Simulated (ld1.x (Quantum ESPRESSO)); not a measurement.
strontium: one change to a TM potential, before and after

```json
{"Element": "strontium", "Generator": "ld1.x (Quantum ESPRESSO) 7.5", "Type": "norm-conserving Troullier–Martins (Kleinman–Bylander form)", "Functional": "LDA (PZ)", "Relativity": "scalar-relativistic", "Frozen core": "[Kr]", "Valence charge": "2", "Reference configuration": "4d0 5s1.75 5p0.25", "Partial waves": "5p (bound): rc 3.95 bohr; 4d (bound, empty): rc 3.20 bohr; 5s (bound): rc 3.35 bohr", "Local potential": "the s channel", "Core correction": "none"}
```

All-electron outer shells of the reference configuration (LDA (PZ), scalar-relativistic, ld1.x):

```csv
shell,level (eV),outermost node (bohr),outermost maximum (bohr)
4s,-41.26,0.59,1.19
4p,-23.19,0.61,1.32
5s,-3.83,1.65,3.58
4d,-1.64,0.65,2.14
5p,-1.48,1.96,4.83
```

Change: core correction a·sin(br)/r model core inside 2.48 bohr.

Cutoffs: the cutoffs (Ry, on a coarse ladder) from which the occupation-weighted sum of valence levels, in a spherical-Bessel basis at the reference potential, stays within 10 and 1 mRy of its value at 400 Ry; they do not see the model core or the augmentation charge, which bear on the density cutoff. Errors are all-electron minus pseudo energies relative to the spin-unpolarised reference configuration.

Task: How do hardness, ghosts and transferability respond?

Result: Both files are so soft that the ladder of cutoffs tells neither apart; of the 9 tests that both files solve, the error grows in 0 and shrinks in 9 by more than 15 % and 0.3 meV (median size 25.4 → 3.3 meV); neither file shows a bound ghost. Exchange and correlation are not linear in the density, so unscreening with the valence charge alone errs where core and valence overlap; a model core restores that term. A model core, the more so a compact one, raises the density cutoff, which this test does not measure.

| quantity | base | changed |
| --- | --- | --- |
| cutoff, loose | 6 Ry | 6 Ry |
| cutoff, tight | 8 Ry | 8 Ry |
| bound ghosts | none | none |
| error for 4d0 5s2 5p0, meV [ΔE -0.58 eV] | +0.9 | -0.3 |
| error for 4d0 5s1 5p0, meV [ΔE 5.48 eV] | +25 | -2.5 |
| error for 4d0 5s1.5 5p0, meV [ΔE 1.83 eV] | +2.2 | +0.1 |
| error for 4d0 5s1 5p1, meV [ΔE 1.81 eV] | +9.9 | -3.3 |
| error for 4d0 5s0 5p2, meV [ΔE 4.34 eV] | +71 | -21 |
| error for 4d1 5s1 5p0, meV [ΔE 1.75 eV] | +181 | -26 |
| error for 4d0.5 5s1.5 5p0, meV [ΔE 0.56 eV] | +66 | -9.1 |
| error for 4d0 5s1.75 5p0.25 (spin-polarised), meV [ΔE -0.02 eV] | +3.4 | +0.3 |
| error for 4d0 5s1 5p0 (spin-polarised), meV [ΔE 5.30 eV] | +108 | -4.0 |
| s: phases at 4.29 bohr within 0.05 rad from the reference energy up to (Ry; the scan ends near 5) | 0.9 | 0.9 |
| p: phases at 4.29 bohr within 0.05 rad from the reference energy up to (Ry; the scan ends near 5) | 1.2 | 1.2 |
| d: phases at 4.29 bohr within 0.05 rad from the reference energy up to (Ry; the scan ends near 5) | 0.5 | 0.5 |

Base: The cutoffs count occupied waves only; the empty 4d level needs 12 Ry at the loose tolerance. Changed file: The cutoffs count occupied waves only; the empty 4d level needs 12 Ry at the loose tolerance.
